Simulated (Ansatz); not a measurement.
WO2(NH2)2 (WN2O2H4). Total charge 0; singlet. Geometry PBE-D4/def2-SVP.

| atom | x (Å) | y (Å) | z (Å) |
| --- | --- | --- | --- |
| N1 | -0.148 | -1.553 | -0.639 |
| N2 | -0.201 | 1.666 | -0.167 |
| O3 | 1.965 | -0.101 | 0.886 |
| O4 | -0.709 | -0.304 | 2.015 |
| W5 | 0.257 | -0.083 | 0.593 |
| H6 | -1.033 | -2.068 | -0.661 |
| H7 | 0.522 | -1.954 | -1.301 |
| H8 | 0.445 | 2.258 | -0.697 |
| H9 | -1.098 | 2.140 | -0.029 |

In the def2 sets W takes a core potential; there is no spin–orbit coupling.

Task: Estimate the orbital energies around the gap (eV) in Ansatz with HF/def2-TZVP, PBE-D4/def2-SVP, PBE0-D4/def2-SVP, PBE0-D4/def2-TZVP, r2SCAN0-D4/def2-TZVP.

Result: 
```csv
orbital,HF/def2-TZVP,PBE-D4/def2-SVP,PBE0-D4/def2-SVP,PBE0-D4/def2-TZVP,r2SCAN0-D4/def2-TZVP
HOMO−9,-17.03,-10.92,-12.70,-12.72,-13.02
HOMO−8,-16.74,-10.69,-12.47,-12.49,-12.80
HOMO−7,-15.69,-9.34,-11.20,-11.23,-11.52
HOMO−6,-15.26,-9.08,-10.88,-10.91,-11.20
HOMO−5,-14.47,-8.70,-10.39,-10.43,-10.69
HOMO−4,-14.08,-8.67,-10.34,-10.33,-10.57
HOMO−3,-13.09,-7.73,-9.26,-9.40,-9.63
HOMO−2,-12.54,-7.01,-8.56,-8.70,-8.94
HOMO−1,-12.48,-6.76,-8.44,-8.52,-8.78
HOMO,-11.27,-6.26,-7.72,-7.82,-8.05
LUMO,2.11,-2.16,-1.38,-1.41,-1.34
LUMO+1,2.31,-1.56,-0.87,-1.00,-0.96
LUMO+2,2.63,-0.65,0.09,-0.14,0.12
LUMO+3,3.17,-0.62,0.20,-0.02,0.22
LUMO+4,3.32,-0.27,0.46,0.11,0.23
LUMO+5,4.30,0.59,1.36,1.30,1.43
```
